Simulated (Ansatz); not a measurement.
C₃H₉FSi (`CC([SiH3])CF`), relaxed with RKS PBE-D4/def2-SVP in Ansatz from a rough embedded geometry. The force threshold is 0.03 eV/Å; the program also tests the step.

Total charge 0; spin multiplicity 1.

Start:

```xyz
14

C     0.488   -1.212   -0.805
C     0.226    0.224   -0.321
Si    0.625    0.456    1.493
C    -1.150    0.703   -0.585
F    -2.100   -0.090   -0.068
H     1.439   -1.559   -0.649
H    -0.229   -1.924   -0.282
H     0.224   -1.284   -1.849
H     0.931    0.816   -0.863
H    -0.182   -0.458    2.366
H     2.078    0.082    1.719
H     0.452    1.842    1.915
H    -1.413    0.693   -1.753
H    -1.389    1.710   -0.318
```

```json
{"step": "1", "energy (eV)": "-13833.4130", "largest force (eV/Å)": "3.986", "largest move (Å)": "0.000"}
{"step": "2", "energy (eV)": "-13833.9176", "largest force (eV/Å)": "1.324", "largest move (Å)": "0.070"}
{"step": "3", "energy (eV)": "-13833.9829", "largest force (eV/Å)": "0.136", "largest move (Å)": "0.070"}
{"step": "4", "energy (eV)": "-13833.9870", "largest force (eV/Å)": "0.108", "largest move (Å)": "0.036"}
{"step": "5", "energy (eV)": "-13833.9899", "largest force (eV/Å)": "0.083", "largest move (Å)": "0.037"}
{"step": "6", "energy (eV)": "-13833.9934", "largest force (eV/Å)": "0.082", "largest move (Å)": "0.139"}
{"step": "7", "energy (eV)": "-13833.9950", "largest force (eV/Å)": "0.043", "largest move (Å)": "0.019"}
{"step": "8", "energy (eV)": "-13833.9954", "largest force (eV/Å)": "0.032", "largest move (Å)": "0.024"}
{"step": "9", "energy (eV)": "-13833.9955", "largest force (eV/Å)": "0.020", "largest move (Å)": "0.009"}
```

End:

```xyz
14

C     0.430   -1.233   -0.817
C     0.232    0.217   -0.351
Si    0.635    0.404    1.516
C    -1.168    0.736   -0.657
F    -2.104    0.104    0.164
H     1.438   -1.620   -0.564
H    -0.317   -1.898   -0.339
H     0.304   -1.324   -1.918
H     0.950    0.885   -0.881
H    -0.050   -0.651    2.336
H     2.123    0.255    1.705
H     0.219    1.767    2.002
H    -1.452    0.527   -1.715
H    -1.239    1.833   -0.483
```

It took 11 s on 4 threads of an AMD EPYC 7B13 on a shared host, with 0.18 GiB of host memory at the peak.
